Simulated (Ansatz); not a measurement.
Coupled-cluster run, `N[SiH2]C(F)[TeH]`.

```yaml
crystal:
  periodic: [false, false, false]
  atoms:
    - {symbol: N, position_ang: [0.396496, 0.445724, 1.715290]}
    - {symbol: Si, position_ang: [0.275316, -0.719328, 0.473893]}
    - {symbol: C, position_ang: [0.293054, 0.054559, -1.261742]}
    - {symbol: F, position_ang: [0.356119, -0.913372, -2.248759]}
    - {symbol: Te, position_ang: [-1.409169, 1.344886, -1.517922]}
    - {symbol: H, position_ang: [-0.274455, 1.189374, 1.813411]}
    - {symbol: H, position_ang: [1.283985, 0.673432, 2.128994]}
    - {symbol: H, position_ang: [1.450612, -1.619814, 0.604227]}
    - {symbol: H, position_ang: [-0.992565, -1.488578, 0.558102]}
    - {symbol: H, position_ang: [1.143693, 0.733242, -1.391284]}
    - {symbol: H, position_ang: [-2.457588, 0.242976, -0.853610]}
basis:
  gaussian: {orbitals: def2-TZVPP}
correlation: {method: ccsd_t}
```

```sh
$ ansatz run in.yaml --threads 2 --pin off --events-out ev --progress --plain --max-ram 32768MiB --backend cuda --devices 0, --max-vram 18GiB
```

The program prints (abridged):

```
Functional definition: HF
1769 factors; integrals over basis functions are off by at most 1.0e-3 eV
mean field evaluation 1: about -20439.3423 eV, gradient 4.0e1 eV
mean field evaluation 2: about -20439.6398 eV, gradient 4.0e1 eV
mean field evaluation 4: about -20443.4035 eV, gradient 3.9e0 eV
mean field evaluation 8: about -20443.4771 eV, gradient 3.9e-1 eV
mean field evaluation 16: about -20443.4779 eV, gradient 1.5e-6 eV
mean field -20443.47790058 eV, -751.2839557594 hartree, gradient 1.5e-6 eV, S^2 0.000000; 0 other end points of the search recorded, 0 dependent functions left out
12 core orbitals not correlated: weight in the atoms' cores, before any rotation towards them, 1.000 or more for the frozen orbitals, at most 0.000 for the correlated occupied ones
reference -20443.47790058 eV, -751.2839557594 hartree; 21, 21 occupied and 236, 236 virtual orbitals, 1769 factors
second order -33.42704258 eV of doubles, -0.00000000 eV of singles
cycle   1  -32.80628282 eV  change    6.2e-1 eV  update   1.2e-1
cycle   2  -33.59341326 eV  change   -7.9e-1 eV  update   3.6e-2
cycle   3  -33.74636763 eV  change   -1.5e-1 eV  update   1.9e-2
cycle   4  -33.72419802 eV  change    2.2e-2 eV  update   4.9e-3
cycle   5  -33.71953471 eV  change    4.7e-3 eV  update   2.6e-3
cycle   6  -33.72174587 eV  change   -2.2e-3 eV  update   8.9e-4
cycle   7  -33.72148108 eV  change    2.6e-4 eV  update   3.9e-4
cycle   8  -33.72115193 eV  change    3.3e-4 eV  update   1.3e-4
cycle   9  -33.72120973 eV  change   -5.8e-5 eV  update   5.4e-5
cycle  10  -33.72125211 eV  change   -4.2e-5 eV  update   2.1e-5
perturbative correction -1.10173087 eV, -0.0404878627 hartree
Total energy: -20478.30088356 eV, -752.5636767800 hartree
```

Hardware: 2 threads of an AMD EPYC 7R13 on a shared host and a share of an NVIDIA H100 80 GB. Wall time 87 s, peak host memory 1.2 GiB.

Correlation energy per correlated electron: -0.829 eV. T1 diagnostic: 0.0118.
